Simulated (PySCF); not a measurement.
# Ar (argon, neutral): UHF calculation

Configuration: [Ar], closed-shell 1S. All numbers are calculated (PySCF 2.14, no relativity, point nucleus, in cc-pV(T+d)Z (5s4p3d1f, 39 functions)).

```
Total energy                                     : -526.813134 hartree
One-electron energy                              : -728.2523 hartree
Hartree (Coulomb) energy                         : 231.6255 hartree
Exchange energy                                  : -30.1863 hartree
Kinetic energy                                   : 526.81278 hartree
⟨S²⟩                                             : 0.0000
⟨L²⟩                                             : 0.000
Sum of ⟨r⟩                                       : 16.06 bohr
Sum of ⟨r²⟩                                      : 25.95 bohr²
Density at the nucleus (Gaussians lack the cusp) : 3790 bohr⁻³
Langevin diamagnetic susceptibility              : -20.6 ×10⁻⁶ cm³/mol
Time after the integrals                         : 0.08 s of wall time on 1 thread of Neoverse-V1 (shared host)
```

```csv
shell,electrons,mean orbital energy (eV),"rms radius, mean of both spins (bohr)"
1s,2,-3227.5,0.0998
2s,2,-335.27,0.449
2p,6,-260.41,0.418
3s,2,-34.735,1.53
3p,6,-16.058,1.82
```
